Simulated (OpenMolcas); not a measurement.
Values are calculated unless marked as measured or tabulated.
# Ta2+: input and output

Input:

```
&GATEWAY
Coord
1

Ta 0.0 0.0 0.0
Basis=ANO-R2
Group=XYZ
NoMove
AngMom=0.0 0.0 0.0
AMFI
&SEWARD
&RASSCF
FileOrb=start.orb
Symmetry=1
Spin=4
nActEl=3 0 0
Inactive=15 19
Ras2=6 0
CIRoot=20 20 1
SDav=20
CIMx=300
Iter=120 100
PrWF=0.3
OrbListing=Nothing
MaxOrb=0
Atom
>>> COPY $Project.JobIph JOB001
&RASSCF
FileOrb=start.orb
Symmetry=1
Spin=2
nActEl=3 0 0
Inactive=15 19
Ras2=6 0
CIRoot=70 70 1
SDav=70
CIMx=300
Iter=120 100
PrWF=0.3
OrbListing=Nothing
MaxOrb=0
Atom
CIOnly
>>> COPY $Project.JobIph JOB002
&RASSI
NrOfJobIphs=2 20 70
1 2 3 4 5 6 7 8 9 10 11 12 13 14 15 16 17 18 19 20
1 2 3 4 5 6 7 8 9 10 11 12 13 14 15 16 17 18 19 20 21 22 23 24 25 26 27
28 29 30 31 32 33 34 35 36 37 38 39 40 41 42 43 44 45 46 47 48 49 50 51
52 53 54 55 56 57 58 59 60 61 62 63 64 65 66 67 68 69 70
IphNames
JOB001
JOB002
EJob
SpinOrbit
DIPRint=1.0
SOCoupling=1000.0
Subsets=2
MEES
Property=10
'ANGMOM' 1 'ANGMOM' 2 'ANGMOM' 3 'MLTPL  1' 1 'MLTPL  1' 2 'MLTPL  1' 3
'AMFI' 1 'AMFI' 2 'AMFI' 3 'MLTPL  2' 6
SOProperty=3
'ANGMOM' 1 'ANGMOM' 2 'ANGMOM' 3
```

A driver script runs the steps one by one and writes start.orb anew before each from the orbitals found so far, so a CI-only block uses the converged orbitals of the first block.

Output, cut to the results:

```
--- SEWARD ---
Basis set label: TA.ANO-R...8S6P5D3F1G.

      Electronic valence basis set:
      ------------------
      Associated Effective Charge  73.000000 au
      Associated Actual Charge     73.000000 au
      Nuclear Model: Finite nucleus - Gaussian distribution
        Gaussian exponent, Xi/bohr**(-2):  1.49593E+08

      Shell  nPrim  nBasis  Cartesian Spherical Contaminant
         s      25       8        X
         p      20       6        X
         d      15       5                 X
         f      10       3                 X
         g       4       1                 X
                  Relativistic X2C integrals
                  Atomic mean-field integrals
--- RASSCF ---
Wave function specifications:
      -----------------------------

      Number of closed shell electrons          68
      Number of electrons in active shells       3
      Max number of holes in RAS1 space          0
      Max nr of electrons in RAS3 space          0
      Number of inactive orbitals               34
      Number of active orbitals                  6
      Number of secondary orbitals              41
      Spin quantum number                      1.5
      State symmetry                             1
Orbital specifications:
      -----------------------

      Symmetry species                           1   2
                                                ag  au
      Frozen orbitals                            0   0
      Inactive orbitals                         15  19
      Active orbitals                            6   0
      RAS1 orbitals                              0   0
      RAS2 orbitals                              6   0
      RAS3 orbitals                              0   0
      Secondary orbitals                        21  20
      Deleted orbitals                           0   0
      Number of basis functions                 42  39
      Number of CSFs                            20
      Number of root(s) required                20
      Iter CI   SX   CI       RASSCF       Energy    max ROT     max BLB   max BLB  Level Ln srch  Step   QN
          iter iter root      energy       change     param      element    value   shift minimum  type update
 Nr of preliminary CI iterations:   1
      Total energies have been shifted. Add               -15000.00 au
        1   1    3    0  -599.41641223    0.00E+00  -2.44E-07   13  39 2 -5.73E-07   0.08   0.00    SX    NO
        2   1    2    0  -599.41641223   -2.55E-11   5.72E-08    9  23 1  1.78E-07   0.08   0.00    SX    NO
        3   1    2    0  -599.41641223    3.64E-12   1.40E-08   13  39 2 -1.17E-07   0.08   0.00    SX    NO
        4   1    2    0  -599.41641223   -3.64E-12  -1.28E-08   13  39 2  9.84E-08   0.08   0.00    SX    NO
      Convergence after  4 iterations
        5   1    2    0  -599.41641223    1.64E-11  -1.28E-08   13  39 2 -1.09E-07   0.08   0.00    SX    NO
      Natural orbitals and occupation numbers for root  1
      sym 1:   0.186170   0.813830   0.186170   1.000000   0.813830   0.000000
      Natural orbitals and occupation numbers for root  2
      sym 1:   0.278234   0.278234   0.721766   0.721766   1.000000   0.000000
      Natural orbitals and occupation numbers for root  3
      sym 1:   0.143842   0.143842   0.856158   0.856158   1.000000   0.000000
::    RASSCF root number  1 Total energy: -15599.44506777
::    RASSCF root number  2 Total energy: -15599.44506777
::    RASSCF root number  3 Total energy: -15599.44506777
::    RASSCF root number  4 Total energy: -15599.44506777
::    RASSCF root number  5 Total energy: -15599.44506777
::    RASSCF root number  6 Total energy: -15599.44506777
::    RASSCF root number  7 Total energy: -15599.44506777
::    RASSCF root number  8 Total energy: -15599.41570652
::    RASSCF root number  9 Total energy: -15599.41570652
::    RASSCF root number 10 Total energy: -15599.41570652
::    RASSCF root number 11 Total energy: -15599.41570652
::    RASSCF root number 12 Total energy: -15599.41570652
::    RASSCF root number 13 Total energy: -15599.41570652
::    RASSCF root number 14 Total energy: -15599.41570652
::    RASSCF root number 15 Total energy: -15599.39848473
::    RASSCF root number 16 Total energy: -15599.39848473
::    RASSCF root number 17 Total energy: -15599.39848473
::    RASSCF root number 18 Total energy: -15599.36912348
::    RASSCF root number 19 Total energy: -15599.36912348
::    RASSCF root number 20 Total energy: -15599.36912348
--- RASSCF ---
...
--- RASSI ---
SPIN-FREE ENERGIES:
  (Shifted by EMIN (a.u.) =     -15599.4450677682)

 SF State       Relative EMIN(au)   Rel lowest level(eV)    D:o, cm**(-1)      L_eff

     1             0.0000000000        0.0000000000              0.0000         3.0
     2             0.0000000000        0.0000000000              0.0000         3.0
     3             0.0000000000        0.0000000000              0.0000         3.0
     4             0.0000000000        0.0000000000              0.0000         3.0
     5             0.0000000000        0.0000000000              0.0000         3.0
     6             0.0000000000        0.0000000000              0.0000         3.0
     7             0.0000000000        0.0000000000              0.0000         3.0
     8             0.0293612486        0.7989602766           6444.0492         3.0
     9             0.0293612486        0.7989602766           6444.0492         3.0
    10             0.0293612486        0.7989602766           6444.0492         3.0
    11             0.0293612486        0.7989602766           6444.0492         3.0
    12             0.0293612486        0.7989602766           6444.0492         3.0
    13             0.0293612486        0.7989602766           6444.0492         3.0
    14             0.0293612486        0.7989602766           6444.0492         3.0
    21             0.0310536453        0.8450127376           6815.4874         1.0
    22             0.0310536453        0.8450127376           6815.4874         1.0
    23             0.0310536453        0.8450127376           6815.4874         1.0
    24             0.0395062907        1.0750209365           8670.6286         2.0
    25             0.0395062907        1.0750209365           8670.6286         2.0
    26             0.0395062907        1.0750209365           8670.6286         2.0
    27             0.0395062907        1.0750209365           8670.6286         2.0
...
```

Levels above the lowest, from the spin-orbit matrix, grouped by J:

```csv
Configuration,Term,J,E (cm-1),g,Term weight %,Second
5d3,4F,3/2,0.0,0.453,88,9 5d2 6s 2D(1)
5d3,4F,5/2,2675,1.035,96,3 5d2 6s 2D(1)
5d3,4F,7/2,5289,1.222,95,4 2G
5d2 6s,4F,3/2,6822,0.537,75,12 2D(1)
5d3,4F,9/2,7552,1.293,83,15 2G
5d2 6s,4F,5/2,8820,1.037,88,6 2D(1)
5d3,2P,3/2,8840,1.135,46,19 4P
5d3,2P,1/2,9809,1.120,77,22 4P
5d2 6s,4F,7/2,11851,1.225,94,3 5d3 2G
5d3,2G,7/2,13638,0.919,91,5 4F
5d2 6s,4F,9/2,14544,1.184,39,33 5d3 2G
5d2 6s,2D(1),5/2,14588,1.247,60,19 5d3 4P
5d2 6s,2D(1),3/2,15185,1.174,50,42 5d3 4P
5d3,4P,1/2,15370,2.220,77,22 2P
5d2 6s,4F,9/2,15532,1.213,59,20 5d3 2H
5d3,4P,5/2,17128,1.495,78,11 5d2 6s 2D(1)
5d3,2P,3/2,18638,1.396,42,36 4P
5d2 6s,2F,5/2,19441,0.930,81,12 2D(1)
5d2 6s,4P,1/2,20029,2.648,98,
5d3,2H,11/2,21164,1.091,100,
5d3,2H,9/2,21202,0.997,60,36 2G
5d2 6s,2F,7/2,21681,1.135,94,3 2G
5d2 6s,4P,3/2,21771,1.696,94,2 5d3 2P
5d2 6s,4P,5/2,23391,1.543,85,7 2D(1)
```

Without dynamic correlation excited terms often stand tens of per cent too high (terms of higher spin than the ground term too low), and those without a measured partner can miss by more than the paired ones. Terms from blocks run as CI alone lack orbitals of their own. Configurations are named by rounded mean occupations; where the s occupation lies near a half they are strongly mixed, a name can repeat and a true partner stay unpaired. A single d shell beside an s shell can misplace configurations of different d count against each other. Levels of configurations outside the active space are missing. The table shows the lowest 24 of 37 levels.

The term weight is that of the spin-free term in the level, not the purity of its configuration. A number in round brackets counts repeated terms of one configuration in the order of the reference energies.
